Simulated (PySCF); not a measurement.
# Reading the logs of faulty runs: AlBH4N2

Calculated results; nothing here was measured. They come from PySCF 2.14.0, an open-source quantum chemistry program, on an isolated molecule that a program drew, which may never have been made. The molecule is AlBH4N2 (charge 0, singlet), drawn as the SMILES string `NB[N]=[AlH]`.

Each row is a Hartree-Fock (HF) and frozen-core CCSD(T) single point in the cc-pV(D+d)Z basis, meant for a local HF minimum. Run 1 is clean. Each other run has one planted mistake out of seven kinds, and not every kind appears here: one electron removed, one electron added, multiplicity raised by two, geometry at a saddle point, minimal basis STO-3G, one bond length entered in bohr, all coordinates scaled. The reference is restricted for singlets and unrestricted otherwise, and also for a bond in bohr. Adding or removing an electron swaps singlet and doublet. Electrons count all cores. HOMO and LUMO are orbital energies over both spins, the gradient is its largest component, and the lowest frequency (negative if imaginary) is given only where the gradient is small. Bond lengths are over the 7 bonds as drawn. T1 is the CCSD diagnostic: over 0.02 (restricted) or 0.045 (unrestricted) a single reference is doubtful.

Geometry of the clean run:
```xyz
8
AlBH4N2, angstrom
N     1.1534   -1.6197    0.6991
B     1.5996   -0.9997   -0.4896
N     1.3587    0.3667   -0.7815
Al    1.1470    1.9047   -1.2216
H     0.6418   -1.1286    1.4021
H     1.3221   -2.5803    0.9053
H     2.2106   -1.7133   -1.2598
H     0.9291    3.3886   -1.6208
```

| run | electrons | basis functions | <S^2> | HOMO (eV) | LUMO (eV) | gradient (hartree/bohr) | lowest frequency (cm^-1) | mean bond (Å) | longest bond (Å) | T1 | HF (hartree) | CCSD(T) (hartree) | mistake |
|---|---|---|---|---|---|---|---|---|---|---|---|---|---|
| 1 | 36 | 85 | 0.000 | -8.79 | 1.78 | 2.8e-05 | 125 | 1.3153 | 1.614 | 0.0228 | -377.86626 | -378.39870 | no fault |
| 2 | 36 | 85 | 1.420 | -7.18 | 1.17 | 5.5e-02 | - | 1.5204 | 3.049 | 0.0685 | -377.74634 | -378.23260 | one bond length entered in bohr |
| 3 | 35 | 85 | 0.760 | -15.10 | -5.66 | 7.7e-02 | - | 1.3153 | 1.614 | 0.0257 | -377.62234 | -378.10125 | one electron removed |
| 4 | 36 | 85 | 0.000 | -8.61 | 1.55 | 5.0e-02 | - | 1.3955 | 1.712 | 0.0264 | -377.83645 | -378.38400 | all coordinates scaled |
| 5 | 36 | 28 | 0.000 | -4.85 | 8.98 | 3.9e-02 | - | 1.3153 | 1.614 | 0.0300 | -373.17887 | -373.42018 | minimal basis STO-3G |
| 6 | 37 | 85 | 0.774 | 0.73 | 6.74 | 6.7e-02 | - | 1.3153 | 1.614 | 0.0447 | -377.81795 | -378.35880 | ? |

**Which mistake was planted in run 6, and what did it cost?**

It counts 37 electrons, one more than the clean run, at the same geometry and basis. So the mistake is: one electron added. Subtracting run 1 and multiplying by 627.51 kcal/mol a hartree, the energy moved by 30.3 kcal/mol in HF and 25.0 kcal/mol in CCSD(T).

Cautions from the logs. Run 1: T1 is over the limit, so its CCSD(T) energy is less reliable; run 2: T1 is over the limit, so its CCSD(T) energy is less reliable; run 4: T1 is over the limit, so its CCSD(T) energy is less reliable; run 5: T1 is over the limit, so its CCSD(T) energy is less reliable; run 6: the HOMO is above zero, so the electron isn't bound and the energy depends on the basis.
